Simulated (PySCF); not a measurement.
C2H6BNO2Si, SMILES N[SiH2]C#CB(O)O. Geometry optimised at ωB97X-D3(BJ)/def2-SVP. The structure was generated by enumeration, and PubChem lists no compound with its InChIKey, so it may never have been made. One conformer was computed; it need not be the lowest.

Computed equilibrium geometry at ωB97X-D3(BJ)/def2-SVP (PySCF confirms it by a frequency run) as bond lengths and angles (one conformer of several):
Atoms: Si1 N2 C3 C4 B5 O6 O7 H8 H9 H10 H11 H12 H13. Bonded distances (Å): Si1–N2 1.726, Si1–C3 1.849, Si1–H8 1.488, Si1–H9 1.495, N2–H10 1.014, N2–H11 1.014, C3–C4 1.221, C4–B5 1.561, B5–O6 1.360, B5–O7 1.360, O6–H12 0.962, O7–H13 0.962. Angles (°): N2–Si1–C3 109.4, N2–Si1–H8 107.4, N2–Si1–H9 115.9, C3–Si1–H8 109.8, C3–Si1–H9 105.8, H8–Si1–H9 108.6, Si1–N2–H10 121.4, Si1–N2–H11 120.1, H10–N2–H11 111.6, Si1–C3–C4 179.3, C3–C4–B5 179.7, C4–B5–O6 121.2, C4–B5–O7 121.1, O6–B5–O7 117.7, B5–O6–H12 112.4, B5–O7–H13 112.3.
Charge 0, spin multiplicity 1.
